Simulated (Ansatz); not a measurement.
The cluster Rb₂F₂⁺. Total charge 1; doublet. Geometry PBE0-D4/def2-TZVP.

Cartesian coordinates in Å:
```
Rb -0.9742 -2.1812 0.6754
Rb 0.9733 2.1810 -0.6773
F 0.7660 -0.4628 -0.3895
F -0.7651 0.4630 0.3915
```

In the def2 sets Rb takes a core potential; there is no spin–orbit coupling. In the doublet, F3 and F4 lie 1.95 Å apart (atoms count from 1), so these atoms are partly bonded to each other. The structure comes from a short search, and lower isomers may exist.

(1) Estimate the α-spin orbital energies around the gap (eV) in Ansatz with PBE-D4/def2-SVP, BLYP-D4/def2-TZVP, r2SCAN-D4/def2-TZVP, B97M-V/def2-TZVP, ωB97X-V/def2-TZVP.

Answers

(1) 
```
orbital  PBE-D4/def2-SVP  BLYP-D4/def2-TZVP  r2SCAN-D4/def2-TZVP  B97M-V/def2-TZVP  ωB97X-V/def2-TZVP
 HOMO−5           -13.47             -13.91               -14.63            -14.64             -18.99
 HOMO−4           -11.66             -12.08               -12.59            -12.76             -16.92
 HOMO−3           -11.46             -12.02               -12.55            -12.71             -16.89
 HOMO−2           -10.92             -11.39               -11.90            -12.07             -16.19
 HOMO−1           -10.49             -11.05               -11.58            -11.74             -15.89
   HOMO           -10.31             -10.80               -11.49            -11.48             -15.63
   LUMO            -4.44              -4.55                -3.57             -4.16              -2.63
 LUMO+1            -4.14              -4.24                -3.21             -3.82              -2.37
 LUMO+2            -2.77              -2.80                -2.19             -2.61              -1.68
 LUMO+3            -2.71              -2.76                -2.11             -2.54              -1.59
 LUMO+4            -2.48              -2.58                -1.89             -2.34              -1.37
 LUMO+5            -2.34              -2.46                -1.78             -2.21              -1.37
 β HOMO           -10.08             -10.65               -11.11            -11.28             -15.38
 β LUMO            -8.32              -8.81                -8.43             -8.33              -5.11
```
